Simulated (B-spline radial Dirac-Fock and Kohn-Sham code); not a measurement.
How the levels of indium move as electrons are removed

Level of theory: Dirac-Fock ΔSCF + Breit + QED; an atomic code on a B-spline grid. Each ion is free and in its tabulated ground configuration. The model has no electron correlation.

Reference: In¹¹⁺, [Kr] 4d2, with 2s 4494.7 eV, 2p1/2 4189.6 eV, 3p1/2 948.2 eV, 3d3/2 693.2 eV, 3d5/2 685.5 eV. Shifts from it, in eV (a dash: the subshell is empty, belongs to an open shell averaged over j, or its hole state is left out as unreliable):

```
  ion      configuration      2s   2p1/2   3p1/2   3d3/2   3d5/2
In¹²⁺           [Kr] 4d1       ?       ?       ?       ?       ?
In¹³⁺  [Ar] 3d10 4s2 4p6   +66.0   +66.1   +62.3   +62.3   +62.2
In¹⁴⁺  [Ar] 3d10 4s2 4p5  +102.4  +102.7   +96.0   +96.4   +96.4
In¹⁵⁺  [Ar] 3d10 4s2 4p4  +139.7  +140.2  +130.5  +131.4  +131.3
In¹⁶⁺  [Ar] 3d10 4s2 4p3  +177.9       –       –  +167.1  +167.0
In¹⁷⁺  [Ar] 3d10 4s2 4p2  +217.1  +218.1  +201.6  +203.6  +203.4
```

Task: Give the missing shifts for In¹²⁺.

Result: 2s +32.4, 2p1/2 +32.4, 3p1/2 +30.6, 3d3/2 +30.6, 3d5/2 +30.6 (eV).

Values without a named source are computed, but for edge energies of neutral atoms, which are taken from tables.
